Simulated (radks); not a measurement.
Values are calculated unless marked as measured or tabulated.
Co4+, configuration [Ar] 3d5.

Code: a radial shooting solver on a logarithmic mesh with Libxc functionals. Model: scalar-relativistic Kohn-Sham, exchange-only LDA, spin-unpolarised, spherical densities, finite nucleus; Fermi nuclear charge, rms radius 3.7875 fm.

Energy parts (eV):
| part | energy |
|---|---|
| total | -37669.287 |
| kinetic | 38184.363 |
| electron-nucleus | -89007.659 |
| Hartree | 14594.723 |
| exchange | -1440.715 |

Orbitals (lengths in bohr, moments of r in powers of bohr):
[
 {"orbital": "1s", "occ.": "2", "eigenvalue (eV)": "-7636.359", "<r^4>": "0.00004667"},
 {"orbital": "2s", "occ.": "2", "eigenvalue (eV)": "-958.2804", "<r^4>": "0.01043"},
 {"orbital": "2p", "occ.": "6", "eigenvalue (eV)": "-830.5184", "<r^4>": "0.007880"},
 {"orbital": "3s", "occ.": "2", "eigenvalue (eV)": "-160.1742", "<r^4>": "0.7140"},
 {"orbital": "3p", "occ.": "6", "eigenvalue (eV)": "-123.3436", "<r^4>": "0.9257"},
 {"orbital": "3d", "occ.": "5", "eigenvalue (eV)": "-64.4009", "<r^4>": "1.977"}
]

The highest occupied level is 3d at -64.401 eV. The density falls to 0.001 e/bohr^3 at r = 2.50 bohr.
